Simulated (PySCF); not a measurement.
C₆H₃O₄ (charge -1).
SMILES: `O=C([O-])c1cc(=O)cco1`

Structure optimised with GFN2-xTB, isolated species.

Take the most abundant isotopes and a rigid rotor. 

(1) What are A, B and C (MHz)?

(2) Classify the top.

(3) What does the inertial defect say?

Results:

(1) Ia = 177.10, Ib = 512.85, Ic = 689.95 u·Å²; 505379 MHz·u·Å²/I gives A = 2854, B = 985.4, C = 732.5 MHz.

(2) An asymmetric top. Ray's parameter κ = (2B − A − C)/(A − C) = -0.762; −1 is the prolate and +1 the oblate limit.

(3) Planar: Δ = Ic − Ia − Ib = 0.00 u·Å². For a rigid frame Δ = −2 Σ m c², so it vanishes when all atoms lie in the ab plane; here none is more than 0.01 Å from it.

No GFN2-xTB frequencies stand behind this structure, so it isn't proved a minimum. These are rigid-rotor constants of the computed structure; measured ground-state constants (B0) also hold zero-point vibration.

Shape of the structure used: `[O:1]=[C:2]([O-:3])[c:4]1[cH:5][c:6](=[O:7])[cH:8][cH:9][o:10]1`: O1–C2–C4–C5 0°.
